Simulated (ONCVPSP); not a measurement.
tellurium, ONCV: configuration errors across variants

| Quantity | Value |
| --- | --- |
| Element | Te (Z = 52) |
| Generator | ONCVPSP 4.0.1 |
| Type | optimised norm-conserving Vanderbilt (ONCV) |
| Functional | LDA (Perdew-Wang 92) |
| Relativity | scalar-relativistic |
| Frozen core | [Ar] 3d10 4s2 |
| Valence charge | 22 |
| Reference configuration | 4p6 4d10 5s2 5p4 |
| Partial waves | 5s: rc 1.80 bohr, ncon 3, nbas 7, qcut 2.8 1/bohr, 3 projectors, debl 3.1 Ha; 4p+5p: rc 1.10 bohr, ncon 3, nbas 7, qcut 12 1/bohr, 2 projectors; 4d: rc 1.50 bohr, ncon 4, nbas 9, qcut 10.4 1/bohr, 2 projectors, debl 2.9 Ha |
| Local potential | polynomial inside 0.75 bohr (lpopt 3, dvloc0 3 Ha) |
| Core correction | Teter function, fcfact 5.5, rcfact 1.3 |

All-electron excitation energies from the reference (eV): (1) 4p6 4d10 5s2 5p3 9.910; (2) 4p6 4d10 5s2 5p2 28.078; (3) 4p6 4d10 5s2 5p1 55.305; (4) 4p6 4d9 5s2 5p5 38.161.

A true bound ghost makes a file unfit for plane-wave use even where its test errors are small: the radial tests pick states by their node count and pass the ghost by.

Errors AE − PS in meV (a dash: test not solved or not reliable):

```tsv
change	(1)	(2)	(3)	(4)	bound ghosts	GHOST(+) flags above zero
base	-1.9	-6.0	-12	+26	s	s
core correction Teter function, fcfact 5.5, rcfact 1.2	-1.9	-6.0	-12	+27	s	s
d: qcut 13.5	-1.9	-5.8	-12	-1.2	s	s
s: qcut 2.2; p: qcut 9.6; d: qcut 8.3	-1.9	-5.9	-12	+92	s	none
local potential polynomial inside 0.75 bohr (lpopt 3, dvloc0 -0.5 Ha)	-1.9	-6.0	-12	+26	s	none
core correction Teter function, fcfact 3.5, rcfact 1.15	-1.9	-5.9	-12	+27	s	s
p: nbas 6	-1.9	-6.0	-12	+26	s	s
p: rc 1.24	-2.0	-6.5	-14	+27	s	s
```

Problem. Give the same row for: s: rc 1.24.

Solution. -2.0, -6.8, -16, +6.1; bound ghosts: s; GHOST(+) flags above zero: s.
